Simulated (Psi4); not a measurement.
Psi4 input (wB97X-D/6-31G*):

```
memory 1500 MB

molecule {
0 2
C    -1.10027630    0.11721448    0.11355646
N     0.21721531   -0.02314035   -0.02241819
C     1.38591868   -0.14764449   -0.14303682
H    -1.62895613   -0.53962820    0.78765224
H    -1.60540531    0.88419074   -0.45384278
symmetry c1
no_reorient
no_com
}

set {
  basis 6-31G*
  reference uks
  scf_type pk
  dft_radial_points 99
  dft_spherical_points 590
  e_convergence 1e-8
  d_convergence 1e-7
  maxiter 150
}

e = energy('wb97x-d')
print_out(f'\nFINAL {e:.10f} DIPOLE {variable("CURRENT DIPOLE")[0]:.6f} {variable("CURRENT DIPOLE")[1]:.6f} {variable("CURRENT DIPOLE")[2]:.6f}\n')
```

From the last part of the output:

```
  HONO-1 :   10  A 1.9947275
  HONO-0 :   11  A 1.0000000
  LUNO+0 :   12  A 0.0052725
  LUNO+1 :   13  A 0.0009270
  LUNO+2 :   14  A 0.0004059
  LUNO+3 :   15  A 0.0001904

Computation Completed

Properties will be evaluated at   0.000000,   0.000000,   0.000000 [a0]

Properties computed using the SCF density matrix

 Multipole Moments:

 ------------------------------------------------------------------------------------
     Multipole            Electronic (a.u.)      Nuclear  (a.u.)        Total (a.u.)
 ------------------------------------------------------------------------------------

 L = 1.  Multiply by 2.5417464519 to convert [e a0] to [Debye]
 Dipole X            :         -1.2247193            0.0000000           -1.2247193
 Dipole Y            :          0.1304716            0.0000001            0.1304716
 Dipole Z            :          0.1263999           -0.0000001            0.1263999
 Magnitude           :                                                    1.2381183

 ------------------------------------------------------------------------------------

FINAL -132.0042768562 DIPOLE -1.224719 0.130472 0.126400

*** Psi4 exiting successfully. Buy a developer a beer!
```

The geometry given is a B3LYP-D3(BJ)/def2-TZVP minimum.
